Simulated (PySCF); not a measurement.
CH₃AlF₂. Atoms are numbered in the order given.

```xyz
7

Al     0.0497     0.0435     0.0003
C     -1.4815    -1.1332    -0.0383
H     -1.2742    -2.0135    -0.6695
H     -2.3790    -0.6313    -0.4308
H     -1.7075    -1.5098     0.9732
F     -0.0049     1.6045    -0.5645
F      1.5165    -0.4502     0.6037
```
Charge 0, spin multiplicity 1.

Geometry optimised at B3LYP-D3(BJ)/def2-SVP. The isomer is the one that the SMILES or the coordinates give; other isomers of the formula were not compared.

All values below come from B3LYP-D3(BJ)/def2-SVP (PySCF).

Frequencies are harmonic and unscaled.

A small imaginary wavenumber (i) marks a very flat motion, where grid noise or a shallow saddle decides the sign.

Computed vibrational spectrum:
```csv
mode,ν (cm⁻¹),IR (km/mol),moving atoms (share of kinetic energy)
1,25i,0.0,H 96 %
2,182,4.8,"F 40 %, H 23 %, C 22 %, Al 14 %"
3,238,48.4,"Al 58 %, F 22 %, H 16 %"
4,255,40.7,"F 73 %, Al 15 %, C 9 %"
5,596,2.1,"C 46 %, F 34 %, H 14 %"
6,673,80.7,"H 74 %, C 18 %"
7,702,24.5,"H 73 %, C 20 %"
8,846,127.9,"Al 45 %, F 45 %"
9,946,153.5,"Al 52 %, F 45 %"
10,1224,20.1,"H 79 %, C 21 %"
11,1426,1.8,H 96 %
12,1430,1.4,H 95 %
13,3029,1.0,H 97 %
14,3113,1.8,"H 91 %, C 9 %"
15,3135,2.4,"H 91 %, C 9 %"
```
